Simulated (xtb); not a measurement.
C4H12Si, singlet, at a GFN2-xTB geometry; GFN1-xTB (xtb 6.7.1).

Here is a job for xtb.
```
$ xtb mol.xyz --gfn 1 --opt --json

# file mol.xyz
17

C     -0.41778104    -1.21418858    -1.41267705
Si     0.00000000     0.00000000    -0.00000000
C      0.00554135     1.78528707    -0.67614402
C     -1.31041007    -0.15385282     1.37971233
C      1.72264977    -0.41724567     0.70910873
H     -1.39396412    -1.00424407    -1.83950537
H     -0.42931030    -2.24160426    -1.06128465
H      0.30997764    -1.15221546    -2.21624356
H      0.24035806     2.50337027     0.10386249
H     -0.96211391     2.05565595    -1.08813490
H      0.74182785     1.90768456    -1.46487309
H     -2.30457514     0.07745214     1.00913662
H     -1.33992132    -1.15990805     1.78735734
H     -1.10210317     0.52516646     2.20113401
H      1.75423943    -1.42860695     1.10324445
H      2.49352738    -0.33921814    -0.05171446
H      1.99205759     0.25646756     1.51702112
```

What the program printed (banner, timings and long lists left out):

```
   ID    Z sym.   atoms
    1    6 C      1, 3-5
    2   14 Si     2
    3    1 H      6-17

           -------------------------------------------------
          |                Calculation Setup                |
           -------------------------------------------------

           -------------------------------------------------
          |                 G F N 1 - x T B                 |
           -------------------------------------------------

          ...................................................
          :                      SETUP                      :
          :.................................................:
          :  # basis functions                  50          :
          :  # atomic orbitals                  49          :
          :  # shells                           35          :
          :  # electrons                        32          :
          :  # halogen bonds                     0          :
          :  max. iterations                   250          :
          :  Hamiltonian                  GFN1-xTB          :
          :  restarted?                      false          :
          :  GBSA solvation                  false          :
          :  PC potential                    false          :
          :  electronic temp.          300.0000000     K    :
          :  accuracy                    1.0000000          :
          :  -> integral cutoff          0.2500000E+02      :
          :  -> integral neglect         0.1000000E-07      :
          :  -> SCF convergence          0.1000000E-05 Eh   :
          :  -> wf. convergence          0.2000000E-04 e    :
          :  Broyden damping             0.4000000          :
          :  net charge                          0          :
          :  unpaired electrons                  0          :
          ...................................................

 iter      E             dE          RMSdq      gap      omega  full diag
   1    -17.0182536 -0.170183E+02  0.780E+00    7.49       0.0  T
   2    -17.0238000 -0.554644E-02  0.474E+00    7.61       1.0  T
   3    -17.0238719 -0.718872E-04  0.345E-01    7.76       1.0  T
   4    -17.0244839 -0.612042E-03  0.816E-02    7.71       1.0  T
   5    -17.0245876 -0.103658E-03  0.163E-02    7.70       1.5  T
   6    -17.0245878 -0.151285E-06  0.464E-03    7.70       5.2  T
   7    -17.0245880 -0.235354E-06  0.235E-05    7.70    1030.4  T
   8    -17.0245880 -0.758149E-11  0.137E-05    7.70    1768.6  T

   *** convergence criteria satisfied after 8 iterations ***

         :::::::::::::::::::::::::::::::::::::::::::::::::::::
         ::                     SUMMARY                     ::
         :::::::::::::::::::::::::::::::::::::::::::::::::::::
         :: total energy             -16.782096231349 Eh    ::
         :: gradient norm              0.029567964730 Eh/a0 ::
         :: HOMO-LUMO gap              7.703572246447 eV    ::
         ::.................................................::
         :: SCC energy               -17.024587993331 Eh    ::
         :: -> electrostatic           0.003209421874 Eh    ::
         :: repulsion energy           0.248763426097 Eh    ::
         :: dispersion energy         -0.006271664115 Eh    ::
         :: halogen bond corr.         0.000000000000 Eh    ::
         :: add. restraining           0.000000000000 Eh    ::
         :: total charge              -0.000000000000 e     ::
         :::::::::::::::::::::::::::::::::::::::::::::::::::::

      -----------------------------------------------------------
     |                   =====================                   |
     |                        A N C O P T                        |
     |                   =====================                   |
     |               Approximate Normal Coordinate               |
     |                Rational Function Optimizer                |
      -----------------------------------------------------------
[...]
 * total energy  :   -16.7820962 Eh     change       -0.1346478E-11 Eh
 * total energy  :   -16.7835732 Eh     change       -0.1476982E-02 Eh
 * total energy  :   -16.7836658 Eh     change       -0.9262600E-04 Eh
 * total energy  :   -16.7836669 Eh     change       -0.1095057E-05 Eh
   *** GEOMETRY OPTIMIZATION CONVERGED AFTER 4 ITERATIONS ***
         :: total energy             -16.783666934903 Eh    ::
[...]
        18                         -0.1452508              -3.9525
        19                         -0.1452508              -3.9525
        20                         -0.1391636              -3.7868
        21                         -0.0927255              -2.5232
        22                         -0.0927255              -2.5232
        23                         -0.0927255              -2.5232
        24                         -0.0724772              -1.9722
        25                         -0.0724772              -1.9722
        26                         -0.0362656              -0.9868
        27                         -0.0362656              -0.9868
       ...                                ...                  ...
        49                          0.8370478              22.7772
      -------------------------------------------------------------
                  HL-Gap            0.2842453 Eh            7.7347 eV
             Fermi-level           -0.2873735 Eh           -7.8198 eV

  Mulliken/CM5 charges         n(s)   n(p)   n(d)
     1C    -0.19165 -0.30163   1.009  3.182  0.000
     2Si    0.24113  0.04274   1.277  1.765  0.717
     3C    -0.19165 -0.30163   1.009  3.182  0.000
     4C    -0.19165 -0.30163   1.009  3.182  0.000
     5C    -0.19165 -0.30163   1.009  3.182  0.000
     6H     0.04379  0.09698   0.956  0.000  0.000
     7H     0.04379  0.09698   0.956  0.000  0.000
     8H     0.04379  0.09698   0.956  0.000  0.000
     9H     0.04379  0.09698   0.956  0.000  0.000
    10H     0.04379  0.09698   0.956  0.000  0.000
    11H     0.04379  0.09698   0.956  0.000  0.000
    12H     0.04379  0.09698   0.956  0.000  0.000
    13H     0.04379  0.09698   0.956  0.000  0.000
    14H     0.04379  0.09698   0.956  0.000  0.000
    15H     0.04379  0.09698   0.956  0.000  0.000
    16H     0.04379  0.09698   0.956  0.000  0.000
    17H     0.04379  0.09698   0.956  0.000  0.000

Wiberg/Mayer (AO) data.
largest (>0.10) Wiberg bond orders for each atom

 ---------------------------------------------------------------------------
     #   Z sym  total        # sym  WBO       # sym  WBO       # sym  WBO
 ---------------------------------------------------------------------------
     1   6 C    3.953 --     2 Si   1.023     8 H    0.947     6 H    0.947
                             7 H    0.947
     2  14 Si   4.602 --     3 C    1.023     4 C    1.023     1 C    1.023
                             5 C    1.023
     3   6 C    3.953 --     2 Si   1.023    11 H    0.947     9 H    0.947
                            10 H    0.947
     4   6 C    3.953 --     2 Si   1.023    13 H    0.947    14 H    0.947
                            12 H    0.947
     5   6 C    3.953 --     2 Si   1.023    16 H    0.947    17 H    0.947
                            15 H    0.947
     6   1 H    1.000 --     1 C    0.947
     7   1 H    1.000 --     1 C    0.947
     8   1 H    1.000 --     1 C    0.947
     9   1 H    1.000 --     3 C    0.947
    10   1 H    1.000 --     3 C    0.947
    11   1 H    1.000 --     3 C    0.947
    12   1 H    1.000 --     4 C    0.947
    13   1 H    1.000 --     4 C    0.947
    14   1 H    1.000 --     4 C    0.947
    15   1 H    1.000 --     5 C    0.947
    16   1 H    1.000 --     5 C    0.947
    17   1 H    1.000 --     5 C    0.947
 ---------------------------------------------------------------------------

Topologies differ in total number of bonds
Writing topology from bond orders to xtbtopo.mol

 dipole moment from electron density (au)
     X       Y       Z
  -0.0000   0.0000   0.0000  total (Debye):    0.000

optimized geometry written to: xtbopt.xyz

           -------------------------------------------------
          | TOTAL ENERGY              -16.783666934903 Eh   |
          | GRADIENT NORM               0.000113952151 Eh/α |
          | HOMO-LUMO GAP               7.734707033242 eV   |
           -------------------------------------------------

normal termination of xtb
```
